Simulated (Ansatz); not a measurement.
One change: `FC([SiH3])SS` becomes `FC([SiH3])[SiH2][SiH3]`.

Ansatz, PBE0-D4/def2-TZVP geometries, multiplicity 1. Each molecule was computed in one conformer, which needn't be the lowest.

```csv
property,`FC([SiH3])SS`
HOMO–LUMO gap (B3LYP/def2-TZVPP) / eV,6.05
HOMO energy (ωB97M-V/def2-TZVPP) / eV,-9.61
HOMO–LUMO gap (PBE0/def2-TZVPP) / eV,6.51
HOMO energy (B3LYP/def2-TZVPP) / eV,-7.23
LUMO energy (B3LYP/def2-TZVPP) / eV,-1.18
LUMO energy (PBE/def2-TZVPP) / eV,-1.94
```

**Question.** Give the same properties after the change, and the shifts. (Estimate.)

**Answer.** Computed: 
```tsv
property	`FC([SiH3])[SiH2][SiH3]`	shift
HOMO–LUMO gap (B3LYP/def2-TZVPP) / eV	7.62	1.57
HOMO energy (ωB97M-V/def2-TZVPP) / eV	-10.35	-0.74
HOMO–LUMO gap (PBE0/def2-TZVPP) / eV	8.00	1.49
HOMO energy (B3LYP/def2-TZVPP) / eV	-8.08	-0.85
LUMO energy (B3LYP/def2-TZVPP) / eV	-0.46	0.72
LUMO energy (PBE/def2-TZVPP) / eV	-1.12	0.82
```

With PBE0 the HOMO falls by 0.82 eV and the LUMO rises by 0.67 eV, so the gap widens by about 1.49 eV. PBE moves the HOMO by -0.70 eV and ωB97M-V by -0.74 eV.

B3LYP here is the variant with VWN-RPA as its local correlation; programs differ in this.
